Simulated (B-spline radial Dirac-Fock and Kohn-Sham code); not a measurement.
# Tb 4f5/2: cross section and angular parameters

System: the free terbium atom in the configuration 1s2 2s2 2p6 3s2 3p6 3d10 4s2 4p6 4d10 4f9 5s2 5p6 6s2; threshold 9.64 eV (orbital energy of the model). Method: Dirac-Hartree-Slater photoionisation with a Latter tail; cross sections with all multipoles, angular parameters from the dipole term and its interference with E2. Computed with an atomic code on a B-spline grid.

The run's input, task.json:

```json
{"items": [{
  "Z": 65,
  "q": 0,
  "cfg": [[1, 0, 2], [2, 0, 2], [2, 1, 6], [3, 0, 2], [3, 1, 6], [3, 2, 10], [4, 0, 2], [4, 1, 6], [4, 2, 10], [4, 3, 9], [5, 0, 2], [5, 1, 6], [6, 0, 2]],
  "A": 159,
  "rrms": 5.06,
  "do": "xps",
  "hv": [59.1, 60, 66.5, 68.8, 100, 167.0, 227.0, 277.0, 300, 434.0, 485.0, 512.0, 671.0, 738.0, 794.0, 800, 1200.0, 1230.0, 1253.6, 1486.9, 1570.0, 2030.0, 2260.0, 3010.0, 8160.0, 8210.0, 9070.0, 9251.7, 11900.0, 15000],
  "edges": {"K": 51996.0, "L1": 8708.0, "L2": 8252.0, "L3": 7514.0, "M1": 1968.0, "M2": 1768.0, "M3": 1611.0, "M4": 1276.9, "M5": 1241.1, "N1": 396.0, "N2": 322.4, "N3": 284.1, "N4": 150.5, "N5": 150.5}
}]}
```

Launch: `python xray2_run.py task.json out`

```csv
hν (eV),σ (kb),β,γ,δ
59.1,2380,0.516,0.006,0.010
60,2400,0.508,0.006,0.010
66.5,2570,0.460,0.006,0.011
68.8,2610,0.446,0.006,0.011
100,2760,0.365,0.006,0.015
167,2150,0.429,0.009,0.020
227,1530,0.537,0.014,0.024
277,1130,0.623,0.019,0.028
300,986,0.660,0.022,0.029
434,457,0.827,0.045,0.039
485,349,0.874,0.057,0.042
512,305,0.895,0.064,0.044
671,147,0.987,0.113,0.055
738,112,1.012,0.137,0.060
794,90.0,1.029,0.157,0.063
800,87.9,1.031,0.159,0.064
1200,24.4,1.074,0.312,0.088
1230,22.5,1.074,0.323,0.090
1253.6,?,?,?,?
1486.9,11.8,1.066,0.416,0.105
1570,9.76,1.060,0.444,0.110
2030,3.90,1.019,0.584,0.135
2260,2.62,0.996,0.645,0.148
3010,0.884,0.920,0.811,0.189
8160,0.0142,0.620,1.384,0.442
8210,0.0138,0.618,1.387,0.444
9070,0.00890,0.589,1.435,0.482
9251.7,0.00815,0.583,1.444,0.490
11900,0.00262,0.513,1.543,0.598
15000,0.000906,0.454,1.614,0.714
```

Question: Give the values at Mg Kα (1253.6 eV).

Answer: σ = 21.1 kb, β = 1.074, γ = 0.332, δ = 0.092.
